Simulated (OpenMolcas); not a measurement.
Pt4+ among 3 point charges of -2.5 e arranged as a planar triangle (D3h).

- Program: OpenMolcas 26.06
- Method: CASSCF
- Basis: ANO-RCC-VDZP [7s6p4d2f]
- Scalar Hamiltonian: DKH2, point nucleus
- Active space: 6 electrons in 5 orbitals (5d)
- State averaging: 2S+1 = 5 even, 5 roots; 2S+1 = 3 even, 45 roots; 2S+1 = 1 even, 50 roots
- Spin-orbit coupling: state interaction with AMFI integrals over the reference wave functions

All point charges move together. At R = 2.15 Å the first state of the same spin is 3824 cm-1, and at R = 2.31 Å it is 2971 cm-1.

A third run gives 5253 cm-1. What distance was it run at?

With a power law R^-n the two known points give n = -ln(2971 / 3824) / ln(2.31 / 2.15) = 3.52. Then R = 2.15 × (3824 / 5253)^(1/3.52) = 1.965 Å. The run was at 1.97 Å, so the estimate is off by -0.005 Å.

Without dynamic correlation the repulsion within the d shell is too large (B by tens of per cent), so at a given field states of lower spin stand too high. Point charges give a weaker field than real ligands, and real ions of this kind are as a rule low spin; the high spin found here belongs to the model. Spin-orbit coupling mixes the spin-free states strongly: the lowest level takes only 59 % from its leading state, 5A1 (figures for R = 1.97; the like holds for R = 2.15, R = 2.31). Point charges carry no covalency, so the field is a model and not that of real ligands. An unlabelled pair can be two single states that coincide in this model. No measured value stands beside these numbers.
